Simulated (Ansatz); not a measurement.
Input file for Ansatz (a program for electronic structure): R-PBE0/def2-TZVPP on H4O3Sn (SMILES [OH][SnH]([OH])[OH]), a point of a torsion scan. Elements past Kr take the def2 small-core potentials; no spin–orbit coupling.

Ansatz 0.2 input:
```yaml
crystal:
  periodic: [false, false, false]
  atoms:
    - {symbol: O, position_ang: [1.66749118, 0.06930672, -0.66384278]}
    - {symbol: Sn, position_ang: [0.03613983, 0.12415911, 0.33681076]}
    - {symbol: O, position_ang: [-1.33526895, -0.55807733, -0.82072172]}
    - {symbol: O, position_ang: [0.22673065, -1.20401423, 1.70484503]}
    - {symbol: H, position_ang: [2.34586465, -0.47715503, -0.26629243]}
    - {symbol: H, position_ang: [-0.28645142, 1.63514351, 0.91166297]}
    - {symbol: H, position_ang: [-1.16267946, -0.44006043, -1.75450230]}
    - {symbol: H, position_ang: [-0.55153089, -1.74634136, 1.83377366]}
basis:
  gaussian:
    orbitals: def2-TZVPP
hamiltonian:
  xc: {name: PBE0}
scf: {lower_state_search: off}
```

The head of its log:

```
WARN ansatz: RAYON_NUM_THREADS=1 ignored (pool sized by the plan → 1); use --threads N
Functional definition: PBE0
these checks for a lower state are left out or cut short: stability, starts, cluster_reference, orbital_swaps, neighbouring_geometries, increment
integrals: 0.10 GiB planned
1150 factors; their error is unknown
mean field: 0.94 GiB planned
mean field evaluation 1: about -12021.4654 eV, gradient 9.4e1 eV
mean field evaluation 2: about -11987.8220 eV, gradient 1.6e2 eV
```

Question: Predict the final total energy.

Answer: -442.2945 hartree.
